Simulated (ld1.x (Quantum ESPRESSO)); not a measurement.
Configuration tests for iron (ultrasoft)

```json
{"Element": "iron (Fe)", "Generator": "ld1.x (Quantum ESPRESSO) 7.5", "Type": "ultrasoft", "Functional": "PBE", "Relativity": "scalar-relativistic", "Frozen core": "[Ar]", "Valence charge": "8", "Reference configuration": "3d6 4s1.5 4p0.5", "Partial waves": "4s (bound): rcut 2.35, rcutus 2.90 bohr; 4s channel at -0.05 Ry: rcut 2.35, rcutus 2.90 bohr; 4p (bound): rcut 2.70, rcutus 3.50 bohr; 4p channel at 1 Ry: rcut 2.70, rcutus 3.50 bohr; 3d (bound): rcut 1.25, rcutus 1.50 bohr; 3d channel at 0.05 Ry: rcut 1.25, rcutus 1.50 bohr", "Local potential": "all-electron potential smoothed inside 3.40 bohr (lloc = -1)", "Core correction": "Bessel-smoothed model core inside 0.75 bohr", "Augmentation charge": "PSQ, radius 1.40 bohr"}
```

Energies are relative to the spin-unpolarised reference configuration 3d6 4s1.5 4p0.5; without spin polarisation the order of configurations can differ from experiment. The frozen-core shift is the all-electron ΔE with the core orbitals held at their reference shape minus the fully relaxed ΔE.

```tsv
valence configuration	charge	ΔE all-electron (eV)	error AE − PS (meV)	frozen-core shift (meV)
3d6 4s2 4p0	0	-2.017	0.0	-0.1
3d6 4s0 4p0	+2	22.915	-15	+7.6
3d6 4s1 4p1	0	2.088	-0.4	+0.3
3d7 4s0 4p0	+1	4.619	-55	+110
3d6 4s0 4p1	+1	11.766	-5.2	+3.0
```

(1) What are ΔE and the potential's error for 3d6 4s1 4p0?

(2) What are ΔE and the potential's error for 3d6.5 4s1.5 4p0?

Results:

(1) ΔE = 6.712 eV all-electron; the error (AE − PS) is -2.0 meV.

(2) ΔE = -2.745 eV all-electron; the error (AE − PS) is -13 meV.

A variational frozen-core shift is positive and of second order in the change. This column holds negative values, so the frozen-core run of ld1.x carries numerical noise or an error of first order here, and the column gives no more than the rough size of the effect.
